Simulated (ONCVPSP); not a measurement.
## How hard is this Au ONCV potential?

```json
{"Element": "gold", "Generator": "ONCVPSP 4.0.1", "Type": "optimised norm-conserving Vanderbilt (ONCV)", "Functional": "PBE", "Relativity": "fully relativistic", "Frozen core": "[Kr] 4d10 4f14", "Valence charge": "19", "Reference configuration": "5s2 5p6 5d10 6s0.5 (charge +0.5)", "Partial waves": "5s+6s: rc 1.40 bohr, ncon 4, nbas 9, qcut 10 1/bohr, 2 projectors; 5p: rc 1.40 bohr, ncon 4, nbas 7, qcut 10.5 1/bohr, 2 projectors, debl 2.2 Ha; 5d: rc 1.55 bohr, ncon 4, nbas 8, qcut 7 1/bohr, 2 projectors, debl 0.8 Ha; f scattering state at 0.42 Ha: rc 1.40 bohr, ncon 4, nbas 7, qcut 7.4 1/bohr, 2 projectors, debl 1.7 Ha", "Local potential": "polynomial inside 1.00 bohr (lpopt 5, dvloc0 0 Ha)", "Core correction": "none"}
```

Open shells are filled in proportion to 2j + 1.

Problem. For each optimised wave give the share of its norm inside rc, the residual kinetic energy above qcut (Ha) and the cutoffs (Ha) for errors of 10, 1, 0.1 and 0.01 mHa per electron.

Solution.

```csv
wave,norm inside rc,residual KE,10 mHa,1 mHa,0.1 mHa,0.01 mHa
5s,0.930,2.7e-07,27.9,34.5,40.0,44.2
6s,0.052,2.3e-07,23.1,31.5,38.1,43.2
5p j=3/2,0.806,4.7e-07,28.5,37.1,43.5,48.5
p projector 2 j=3/2,0.045,1.4e-07,18.0,31.7,40.1,46.4
5p j=1/2,0.879,5.5e-07,26.9,36.7,43.4,48.5
p projector 2 j=1/2,0.043,3.8e-07,11.6,31.7,41.0,47.5
5d j=5/2,0.541,3.7e-05,15.5,19.6,23.0,33.0
d projector 2 j=5/2,0.097,1.3e-05,13.0,17.9,21.6,25.4
5d j=3/2,0.584,8.6e-05,16.3,20.6,24.2,52.6
d projector 2 j=3/2,0.091,2.7e-05,13.6,18.6,22.4,27.5
f projector 1 j=7/2,0.006,2.2e-04,5.5,18.2,45.4,95.7
f projector 2 j=7/2,0.130,6.4e-02,46.8,122.5,140.7,184.2
f projector 1 j=5/2,0.007,1.9e-04,5.5,17.5,34.0,94.4
f projector 2 j=5/2,0.133,5.3e-02,43.9,121.0,139.6,180.6
```

The occupied waves need 37 Ha and 43 Ha for 1 and 0.1 mHa. Rows with under 1 % of the norm inside rc give no meaningful cutoff. The cutoffs count occupied waves only; projector 2 of the f channel, the hardest unoccupied one, needs 122 Ha at the loose tolerance. Note: ghosts flagged at negative energy: f7/2 at -660.3 eV, f5/2 at -902.8 eV; GHOST(+) flagged for s at 91.4 eV, p3/2 at 360.5 eV. A true bound ghost makes a file unfit for plane-wave use.
